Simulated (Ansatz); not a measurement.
`C[Si]N(C)C` + H–F → `C[Si]F` + `CNC`  (ligand exchange at the Si–N bond)

Gas-phase electronic energies from Ansatz, PBE0-D4/def2-TZVP geometries. CCSD(T)/CBS is the MP2 limit (def2-TZVPP, def2-QZVPP) plus CCSD(T) − MP2 in def2-TZVPP, frozen cores. This one scheme is used for every species. DFT in def2-TZVPP. B3LYP here is the variant with VWN-RPA as its local correlation; programs differ in this. Each species was taken in one conformer, which may not be the lowest.

| level | ΔE (kJ/mol) | difference from CCSD(T)/CBS |
| --- | --- | --- |
| BLYP-D4 | -44.5 | -3.5 |
| r2SCAN-D4 | -44.7 | -3.7 |
| B3LYP-D4 | -47.5 | -6.5 |
| CAM-B3LYP-D4 | -54.8 | -13.8 |
| ωB97X-V | -52.9 | -11.9 |
| B2PLYP | -53.3 | -12.3 |
| PBE-QIDH | -41.4 | -0.4 |
| PBE | -48.1 | -7.1 |
| revPBE | -54.8 | -13.8 |
| r2SCAN | -47.6 | -6.6 |
| BHLYP | -66.6 | -25.6 |
| HF/def2-SVP | -69.5 | -28.5 |
| CCSD/def2-SVP | -45.3 | -4.3 |
| HF/def2-TZVPP | -79.2 | -38.2 |
| SCS-MP2/def2-QZVPP | -43.6 | -2.6 |
| MP2/CBS(def2) | -33.3 | 7.7 |
| CCSD(T)/CBS | -41.0 | 0 |

Largest T1 diagnostic among the species: 0.014.

Leaving LDA and LC-ωPBE aside and taking each functional with its dispersion term where it has one, the values, not all of them listed here, spread over 24.9 kJ/mol, from B97M-V to revPBE-D4. LDA lies +17.1 kJ/mol from PBE without D4. The D4 term adds +16.4 kJ/mol with B3LYP and +9.0 kJ/mol with PBE0; it sums over pairs of atoms, weighted by their polarisabilities, and B3LYP, whose exchange is more repulsive, gets the larger term.
